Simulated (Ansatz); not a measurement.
Geometry optimisation, RKS PBE0/STO-3G (Ansatz).

Input:

```yaml
crystal:
  periodic: [false, false, false]
  atoms:
    - { symbol: Si, position_ang: [0.0, 0.0, 0.0] }
    - { symbol: "N", position_ang: [0.0, 0.0, 1.82] }
    - { symbol: C, position_ang: [-1.2162, -0.3762, 2.555] }
    - { symbol: H, position_ang: [-1.8642, -0.9999, 1.9045] }
    - { symbol: H, position_ang: [-0.9378, -0.9533, 3.4614] }
    - { symbol: H, position_ang: [-1.7663, 0.5401, 2.8549] }
    - { symbol: C, position_ang: [1.2162, 0.3762, 2.555] }
    - { symbol: H, position_ang: [1.4641, -0.4163, 3.2916] }
    - { symbol: H, position_ang: [2.0585, 0.4943, 1.8418] }
    - { symbol: H, position_ang: [1.0457, 1.3351, 3.0874] }
    - { symbol: "N", position_ang: [1.7163, 0.0, -0.6061] }
    - { symbol: C, position_ang: [2.4072, -1.273, -0.8567] }
    - { symbol: H, position_ang: [1.7433, -1.947, -1.4373] }
    - { symbol: H, position_ang: [3.3364, -1.083, -1.4334] }
    - { symbol: H, position_ang: [2.6645, -1.7518, 0.1112] }
    - { symbol: C, position_ang: [2.4114, 1.273, -0.8449] }
    - { symbol: H, position_ang: [3.0382, 1.1875, -1.757] }
    - { symbol: H, position_ang: [1.6647, 2.0824, -0.9844] }
    - { symbol: H, position_ang: [3.0569, 1.5118, 0.0259] }
    - { symbol: F, position_ang: [-0.7489, 1.2974, -0.5295] }
    - { symbol: F, position_ang: [-0.7489, -1.2974, -0.5295] }
basis:
  gaussian: { orbitals: STO-3G }
hamiltonian:
  xc: pbe0
relax:
  f_tol: 0.02
  max_steps: 40
output:
  orbitals: {}
```

Command:

```bash
$ ansatz run input.yaml --threads 1 --pin off --max-ram 2048MiB --backend cpu --events-out ev --progress --plain --runs-dir out
```

Q: Where does it end, and by what steps?

A: The forces met the threshold. Limits of this set-up: minimal basis. After 25 steps the energy has fallen by 0.663 eV; H13 moved furthest, 1.98 Å.

```
step  energy less start (eV)  largest force component (eV/Å)  accepted
   0                  0.0000                           3.639       yes
   1                 -0.4020                           1.745       yes
   2                 -0.4984                           0.218       yes
   3                 -0.5468                           0.228       yes
   4                 -0.5626                           0.500       yes
   5                 -0.5875                           0.210       yes
   6                 -0.6008                           0.158       yes
   7                 -0.6060                           0.039       yes
   8                 -0.6088                           0.107       yes
   9                 -0.6106                           0.076       yes
  10                 -0.6142                           0.068       yes
  11                 -0.6130                           0.250        no
  12                 -0.6173                           0.061       yes
  13                 -0.6203                           0.101       yes
  14                 -0.6216                           0.251       yes
  15                 -0.6265                           0.125       yes
  16                 -0.6323                           0.228       yes
  17                 -0.6447                           0.187       yes
  18                 -0.6434                           0.477        no
  19                 -0.6519                           0.145       yes
  20                 -0.6588                           0.033       yes
  21                 -0.6561                           0.329        no
  22                 -0.6609                           0.077       yes
  23                 -0.6625                           0.105       yes
  24                 -0.6633                           0.038       yes
  25                 -0.6635                           0.020       yes
```

```xyz
21
Properties=species:S:1:pos:R:3
Si 0.201 0.404 0.155
N 0.103 -0.293 1.741
C -1.215 -0.699 2.265
H -1.850 -1.027 1.427
H -1.109 -1.544 2.969
H -1.745 0.113 2.804
C 1.031 0.162 2.794
H 1.212 -0.646 3.525
H 1.994 0.433 2.334
H 0.658 1.041 3.359
N 1.856 0.273 -0.348
C 2.521 -1.044 -0.340
H 2.117 -1.649 0.487
H 2.384 -1.611 -1.283
H 3.608 -0.926 -0.183
C 2.359 1.169 -1.408
H 2.238 0.755 -2.430
H 1.816 2.126 -1.359
H 3.434 1.375 -1.263
F -0.182 1.980 0.033
F -0.892 -0.391 -0.750
```

The run took 2.6 min on 1 thread of Intel(R) Xeon(R) Platinum 8488C (Sapphire Rapids), on a shared host, peak memory 0.2 GiB.
